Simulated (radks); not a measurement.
The numbers below are computed, except where a source is named.
Problem. Code: a radial shooting solver on a logarithmic mesh with Libxc functionals. Model: non-relativistic Kohn-Sham, LDA (Slater exchange, VWN5 correlation), spin-unpolarised, spherical densities, point nucleus. Response by self-consistent Sternheimer equations with the Hartree and adiabatic LDA kernel. Estimate the static dipole polarisabilities of C2+ ([He] 2s2) and Mg8+ ([He] 2s2) and the C6 coefficients of the three pairs.

Solution. alpha = 4.257 and 0.2495 bohr^3; C6 = 6.518 (C2+-C2+), 0.5613 (C2+-Mg8+), 0.05912 (Mg8+-Mg8+) hartree bohr^6.
